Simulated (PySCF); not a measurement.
Bonds (- single, = double, # triple, : aromatic): O1=P2, P2-C3, C3-F4, C3=C5, C5-F6, C5-F7, P2-C8, C8=C9, C9-C10, C10-C11, C11=C12, C12-P2. C8 carries H13; C9 carries H14; C10 carries H15, H16; C11 carries H17; C12 carries H18.

[PySCF 2.14.0 with density-fitted response routines: structure optimised with GFN2-xTB; GIAO PBE0/pcSseg-1 shieldings; single conformer; averaged over atoms made equivalent by symmetry, fast rotation or ring inversion; relativity neglected; no solvent]

References, each an isolated molecule treated in the same way: TMS for 13C (186.93 ppm) and 1H (31.72 ppm); H2O for 17O (336.08 ppm); 31P (318.38 ppm) against H3PO4; 19F (170.95 ppm) against CFCl3.

```csv
atoms,nucleus,count,δ (ppm)
P2,31P,1,-35.4
C8/C12,13C,2,132.5
C9/C11,13C,2,?
F4,19F,1,?
C3,13C,1,135.8
C10,13C,1,34.7
H16,1H,1,3.01
F7,19F,1,-77.8
F6,19F,1,-108.4
H14/H17,1H,2,7.21
H15,1H,1,2.91
C5,13C,1,?
H13/H18,1H,2,6.59
O1,17O,1,?
```

Estimate the values marked ?.

Answers


- C5: 172.8 ppm, fully substituted alkene carbon
- C9/C11: 153.9 ppm, alkene CH; the olefinic region
- O1: 83.1 ppm, P=O oxygen
- F4: -218.6 ppm, vinylic fluorine

Shifts are as computed. Against solution values, carbons near 30 ppm lie about +3 ppm off and those near 130 ppm about +5 ppm. Of 1211 compounds with measured shifts, 218 miss one by over three times the rms of a fit or turn the order of signals round; such compounds aren't used in these exercises. Unscaled 19F shifts against computed CFCl3 carry errors that often reach 10 to 50 ppm. Experimental scales use liquid or dissolved standards, which lie at an offset from isolated H2O (liquid H2O: subtract about 36 ppm) and H3PO4.
